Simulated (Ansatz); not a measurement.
`[CH3][Mg-]1[O]C=CC=[O+]1`. Charge 0, multiplicity 1.

```xyz
13

C    -1.3148   -2.2997    1.4844
Mg   -0.4097   -0.7285    0.4708
O     0.1260    1.0864    0.9767
C     0.6689    1.9304    0.2137
C     0.9982    1.7487   -1.1290
C     0.7595    0.5634   -1.8234
O     0.2301   -0.4846   -1.3644
H    -1.0573   -2.3050    2.5487
H    -1.0232   -3.2735    1.0774
H    -2.4076   -2.2483    1.4255
H     0.9047    2.9075    0.6577
H     1.4631    2.5692   -1.6589
H     1.0619    0.5340   -2.8794
```

Question: What are the harmonic wavenumbers in cm⁻¹ at PBE0-D4/def2-TZVP (Ansatz, finite differences of forces, unscaled)? (Best estimate.)

Answer: Computed: 10, 67, 96, 178, 243, 269, 399, 414, 417, 512, 559, 570, 615, 804, 932, 1019, 1028, 1061, 1152, 1153, 1383, 1424, 1444, 1444, 1532, 1555, 1697, 3024, 3043, 3043, 3100, 3106, 3228.
